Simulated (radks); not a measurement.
Task: Valence configurations of Ca II (all share [Ar]). All-electron calculation, non-relativistic Kohn-Sham, BLYP, spin-polarised, spherical densities, point nucleus; open shells are filled with parallel spins first. Program: a radial shooting solver on a logarithmic mesh with Libxc functionals. Order these by energy: 4s1; 3d0.5 4p0.5; 3d1; 4p1; 3d0.5 4s0.5; 4s0.5 4p0.5.

Result: From the lowest, in eV above it: 4s1 0.000; 3d0.5 4s0.5 0.552; 3d1 1.394; 4s0.5 4p0.5 1.550; 3d0.5 4p0.5 2.014; 4p1 3.103. NIST lists [Ar] 4s1 as the ground configuration; this level of theory agrees among the configurations tried. The energies are those of spherical high-spin densities, not of single terms.
